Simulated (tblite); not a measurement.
Question: What does the GFN2-xTB structure of InChI=1S/C5H10OSi2/c1-4-3-6-8-5(2)7-4/h1-3,7-8H2 look like in three dimensions?

Answer: 
Z-matrix in Å and degrees, rows numbered from 1:
```
C 
C   1  1.3248
C   2  1.5051  1  120.47
O   3  1.4014  2  112.89  1  -120.82
Si  4  1.6218  3  128.12  2   -62.18
C   5  1.8932  4  108.54  3    44.98
C   6  1.3282  5  123.98  4   150.27
Si  6  1.8899  5  113.08  4   -27.89
H   1  1.0772  2  121.47  3  -179.84
H   1  1.0805  2  122.52  3    -0.20
H   3  1.0997  2  108.97  1   117.37
H   3  1.0969  2  110.64  1    -1.51
H   5  1.4710  4  111.28  3   -73.66
H   5  1.4543  4   99.76  3   166.11
H   7  1.0802  6  122.09  5     1.60
H   7  1.0804  6  122.39  5  -178.32
H   8  1.4734  2  108.19  1  -108.77
H   8  1.4660  2  109.65  1    11.69
```

Si5 (oxygen-bound silicon) is distorted tetrahedral (angles from 99.8° to 115.4°). Si8 (SiH2 silicon) is tetrahedral (angles from 106.1° to 112.7°). Of the pairs four or more bonds apart, H10···H12 is among the closest relative to their van der Waals radii: 2.34 Å, 97 % of the sum of Bondi's values. O4 (silyl ether oxygen) is bent (angle 128.1°).

Computed geometry: GFN2-xTB, gas phase.

Point group: C1 (no symmetry element, even within 0.4 Å). Its GFN2-xTB frequencies are all real (lowest 43 cm⁻¹). The numbers are those of one conformer (C1–C2–C3–O4 -121°, C2–C3–O4–Si5 -62°, C3–O4–Si5–C6 45°, O4–Si5–C6–C7 150°). 2 starts were optimised and ended at 0.00 and 0.83 kcal/mol (GFN2-xTB); the lowest of these is shown.
